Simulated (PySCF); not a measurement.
Ionisation energy of Ru by level of theory

Ru [Kr] 4d7 5s1 (5F) → Ru⁺ [Kr] 4d7 (4F), as a difference of total energies. All numbers are calculated (PySCF 2.14, a scalar-relativistic core potential, in def2-TZVP with the def2 core potential (28 electrons)). Correlated levels: valence: 4s2 4p6 frozen. The calculations carry no spin-orbit coupling.

```
           method  ionisation energy (eV)  error (eV)
              UHF                   6.301      -1.064
            B3LYP                   7.620      +0.255
    MP2 (valence)                   6.891      -0.474
SCS-MP2 (valence)                   6.702      -0.663
```

Reference: 7.365 eV (measured; NIST levels, between the centres of gravity of the two terms).

Errors of the correlated levels include the incompleteness of this basis and the frozen core.
